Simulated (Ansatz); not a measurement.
A geometry relaxed with Ansatz (a program for electronic structure) with PBE-D3(BJ)/def2-TZVP, charge 0, multiplicity 1:

```xyz
7

H     -1.9931     0.1025     1.0870
O      1.8187    -0.1668    -1.2562
C     -1.4281    -0.0941     0.1724
B     -0.0413     0.0276     0.1146
H     -2.0340    -0.3927    -0.6867
C      1.4654     0.1166    -0.1052
H      2.2124     0.4068     0.6741
```

Question: Write the SMILES of this molecule.

Answer: `C=BC=O`
